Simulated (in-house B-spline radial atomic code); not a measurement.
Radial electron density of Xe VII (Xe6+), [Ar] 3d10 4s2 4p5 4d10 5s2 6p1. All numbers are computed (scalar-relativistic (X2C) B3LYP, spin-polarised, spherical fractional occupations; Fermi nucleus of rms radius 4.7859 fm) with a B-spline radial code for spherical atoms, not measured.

Caution: exact exchange at fractional occupations of open shells leaves self-interaction of up to several eV.

One-electron X2C: radii and densities carry no picture-change correction, so inner-shell <1/r> comes out high (for 1s by about 2 % at Z = 33, 5 % at 54, 10 % at 75, 30 % at 118) and <r> low.

Columns: r (bohr), 4πr²n(r) (electrons per bohr), bar.

```
0.000717    1.842 #
0.000893    2.603 #
 0.00111    3.653 ##
 0.00139    5.159 ###
 0.00173    7.172 ####
 0.00215    9.871 #####
 0.00269    13.58 #######
 0.00335    18.31 #########
 0.00417     24.3 ############
  0.0052    31.66 ################
 0.00648    40.19 ####################
 0.00807    49.41 ########################
  0.0101    58.63 #############################
  0.0125     65.9 ################################
  0.0156    70.42 ##################################
  0.0195    70.72 ###################################
  0.0243    67.17 #################################
  0.0302    62.44 ###############################
  0.0377     60.8 ##############################
   0.047    66.29 ################################
  0.0585    78.11 ######################################
   0.073    89.22 ############################################
  0.0909    89.86 ############################################
   0.113    78.66 #######################################
   0.141    66.64 #################################
   0.176    67.27 #################################
   0.219    75.72 #####################################
   0.273    72.14 ###################################
   0.341    50.02 ########################
   0.424    29.45 ##############
   0.529    25.48 ############
   0.659    28.69 ##############
   0.822     24.4 ############
    1.02    14.74 #######
    1.28    6.988 ###
    1.59    3.249 ##
    1.98    1.247 #
    2.47    0.488 
    3.08   0.5089 
    3.84   0.3824 
    4.78   0.1195 
    5.96   0.0142 
    7.42 0.0005595 
    9.25 6.405e-06 
    11.5 4.606e-09
```

On this grid the curve has 5 maxima, near 0.0195, 0.0909, 0.219, 0.659, 3.08 bohr.

The 4p up radial function P(r) = rR(r), positive near the nucleus:

| r (bohr) | P |
| --- | --- |
| 0.000893 | 0.001434 |
| 0.00139 | 0.002929 |
| 0.00215 | 0.00603 |
| 0.00335 | 0.01269 |
| 0.0052 | 0.02652 |
| 0.00807 | 0.05466 |
| 0.0125 | 0.1088 |
| 0.0195 | 0.2061 |
| 0.0302 | 0.3476 |
| 0.047 | 0.4874 |
| 0.073 | 0.4606 |
| 0.113 | 0.05683 |
| 0.176 | -0.5968 |
| 0.273 | -0.6306 |
| 0.424 | 0.459 |
| 0.659 | 1.331 |
| 1.02 | 0.8659 |
| 1.59 | 0.1854 |
| 2.47 | 0.009964 |
